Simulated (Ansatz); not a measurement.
Cu (SMILES [Cu]), doublet. Base run: Ansatz (an electronic-structure program) with BLYP/def2-SVP.

Here is a job for Ansatz.
Ansatz 0.2 input:
```yaml
crystal:
  periodic: [false, false, false]
  atoms:
    - {symbol: Cu, position_ang: [0.00000000, 0.00000000, 0.00000000]}
basis:
  gaussian:
    orbitals: def2-SVP
hamiltonian:
  xc: blyp
magnetization: {spin_polarized: true, initial_magnetization: 1}
```

Variants of this job, named by their change:

```csv
change,basis functions,E (Eh)
base,31,-1640.31842
basis = STO-3G,18,-1621.50756
basis = pcseg-0,24,-1636.89741
basis = pc-1,31,-1640.52193
basis = def2-SVPD,34,-1640.31862
basis = 6-31G**,36,-1640.20218
basis = cc-pVDZ,43,-1640.62577
basis = aug-pcseg-1,47,-1640.42437
basis = pcseg-2,56,-1640.63832
basis = cc-pVTZ,68,-1640.63509
basis = def2-QZVP,84,-1640.63517
basis = def2-QZVPP,100,-1640.63517
basis = cc-pVQZ,104,-1640.64216
```

Totals compare only among sets that treat the same electrons; sets with core potentials leave the core out.
